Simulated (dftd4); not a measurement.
C$_{6}$H$_{12}$O$_{2}$, charge +1, doublet, geometry from GFN2-xTB (a state made from the parent by changing its charge; the spin is typed, not shown lowest); dftd4 with D4 for bp86.

The dftd4 input:
```
$ dftd4 mol.xyz --func bp86 --charge 1 --json dftd4.json --noedisp --grad

# file mol.xyz
20

C     -3.87859876     0.56907484    -0.23906773
C     -2.69519585    -0.32943690     0.01157181
C     -1.35165221     0.36119849    -0.07247986
C     -0.15743745    -0.53991423     0.16191148
O      0.98070711     0.29253839     0.42395932
C      2.14111931    -0.14015631    -0.02975134
C      3.30062485     0.70906270     0.41729083
O      2.26579798    -1.11327316    -0.72891355
H     -3.76309220     1.14165276    -1.15883222
H     -4.79595382    -0.01498766    -0.27916002
H     -4.01481834     1.30056336     0.56297046
H     -2.82366548    -0.83627884     0.97736436
H     -2.70688169    -1.15499881    -0.71818678
H     -1.31799885     1.16739233     0.67568311
H     -1.22772050     0.87440248    -1.03385711
H     -0.31201660    -1.19799783     1.02569627
H      0.09117320    -1.17675346    -0.70374835
H      2.93378746     1.67941786     0.74147963
H      4.01827272     0.80078337    -0.39478626
H      3.79371392     0.20371123     1.24815944
```

Q: Write the output that dftd4 gives for this input, abridged.

A: 
```
                    ____  _____ _____     ____  _  _
      -------------|  _ \|  ___|_   _|---|  _ \| || |------------
     |             | | | | |_    | | ___ | | | | || |_           |
     |             | |_| |  _|   | ||___|| |_| |__   _|          |
     |             |____/|_|     |_|     |____/   |_|            |
     |             ===================================           |
     |            E. Caldeweyher, S. Ehlert & S. Grimme          |
     |          Mulliken Center for Theoretical Chemistry        |
     |                    University of Bonn                     |
      -----------------------------------------------------------

Rational (Becke-Johnson) damping: bp86-D4-ATM
---------------------
  s6         1.0000
  s8         3.3550
  s9         1.0000
  a1         0.4365
  a2         4.9241
 alp        16.0000
--------------------

Dispersion energy:      -1.6468203205963E-02 Eh

Gradient norm:           7.9098105973149E-04 Eh/a0
--------------------------------------------------
     #    Z           dE/dx      dE/dy      dE/dz
--------------------------------------------------
     1    6 C    -2.971E-04  7.728E-05 -3.087E-05
     2    6 C    -2.690E-04 -5.193E-05 -1.412E-06
     3    6 C    -2.081E-04  7.489E-05  3.789E-07
     4    6 C     1.081E-05 -1.469E-04  1.548E-05
     5    8 O     1.308E-04  2.487E-05  5.730E-05
     6    6 C     2.915E-04 -2.489E-05 -4.401E-06
     7    6 C     3.203E-04  1.232E-04  5.260E-05
     8    8 O     2.015E-04 -1.758E-04 -1.262E-04
     9    1 H    -7.739E-05  1.947E-05 -1.699E-05
    10    1 H    -6.215E-05  8.714E-06 -5.661E-06
    11    1 H    -7.820E-05  2.079E-05  1.513E-06
    12    1 H    -7.846E-05 -1.713E-05  2.629E-05
    13    1 H    -7.624E-05 -2.519E-05 -2.466E-05
    14    1 H    -2.617E-05  4.603E-05  3.747E-05
    15    1 H    -3.583E-05  4.230E-05 -5.378E-05
    16    1 H     3.980E-06 -4.511E-05  6.085E-05
    17    1 H     5.173E-05 -4.130E-05 -2.847E-05
    18    1 H     7.636E-05  5.106E-05  2.081E-05
    19    1 H     5.547E-05  1.972E-05  5.065E-07
    20    1 H     6.626E-05  1.990E-05  1.929E-05
--------------------------------------------------

Virial:
--------------------------------------------------
      component           x          y          z
--------------------------------------------------
          x       1.235E-02 -2.612E-04  4.985E-04
          y      -2.612E-04  1.611E-03  2.942E-04
          z       4.985E-04  2.942E-04  7.870E-04
--------------------------------------------------

[Info] Dispersion results written to 'dftd4.txt'
[Info] JSON dump of results written to 'dftd4.json'
```
